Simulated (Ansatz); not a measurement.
Consider the isomerisation: `[SiH3]BS[SiH3]` → `[SiH3][SiH2]BS`.

Program: Ansatz. Geometries: PBE0-D4/def2-TZVP. ΔE: electronic, gas phase. CCSD(T)/CBS is the MP2 limit (def2-TZVPP, def2-QZVPP) plus CCSD(T) − MP2 in def2-TZVPP, frozen cores. Functionals use def2-TZVPP. Each species was taken in one conformer, which may not be the lowest.

```tsv
level	ΔE (eV)
r2SCAN-D4	0.34
PBE	0.26
MP2/CBS(def2)	0.49
CCSD/CBS(def2)	0.41
```

(1) What does CCSD(T)/CBS give? (Best estimate.)

Largest T1 diagnostic among the species: 0.016.

Answers

(1) Computed: +0.41 eV. The listed levels differ from it by -0.07, -0.15, 0.08, 0.00 eV.

From PBE to PBE0 (25 % exact exchange), in def2-TZVPP and without D4, ΔE moves by +0.04 eV. In def2-TZVPP, CCSD(T) changes the Hartree–Fock value by −0.13 eV (the triples alone add −0.01 eV) and MP2 by −0.04 eV.
